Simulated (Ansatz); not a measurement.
System: difluorosilane, sum formula SiH₂F₂, net charge 0, singlet state. SMILES: [SiH2](F)F
Coordinates optimised at B3LYP-D3(BJ)/def2-TZVP (Ansatz, an electronic-structure program):
```
Si
F 1 1.5916
F 1 1.5916 2 107.98
H 1 1.4696 2 108.50 3 -117.41
H 1 1.4696 4 114.67 2 121.46
```
Charge 0, spin multiplicity 1.

Wanted: vertical ionisation energy (to the doublet state of charge +1; each state is the SCF solution reached for its spin), in eV. Cores are frozen in the correlated levels unless marked. UHF or UKS for open shells. No spin-orbit coupling. No relativistic terms. CBS marks a two-point X^-3 extrapolation of the correlation energy; Hartree-Fock from the larger set. The bracket is a focal-point correction in the basis named.

```tsv
level	program	vertical ionisation energy (eV)
HF/aug-cc-pV(T+d)Z	Ansatz	12.70
HF/aug-cc-pV(Q+d)Z	Ansatz	12.70
SVWN5/def2-TZVPD	Ansatz	12.26
PBE/def2-TZVPD	Ansatz	12.19
B3LYP/def2-TZVPD	Ansatz	12.69
PBE0/def2-TZVPD	Ansatz	12.66
BHLYP/def2-TZVPD	Ansatz	13.01
```

Question: What does RI-MP2/CBS(aug-cc-pV(T+d)Z,aug-cc-pV(Q+d)Z)+[CCSD(T)-MP2]/aug-cc-pV(T+d)Z (Ansatz) give?

Answer: 13.18 eV, so BHLYP/def2-TZVPD differs from it by -0.17 eV.
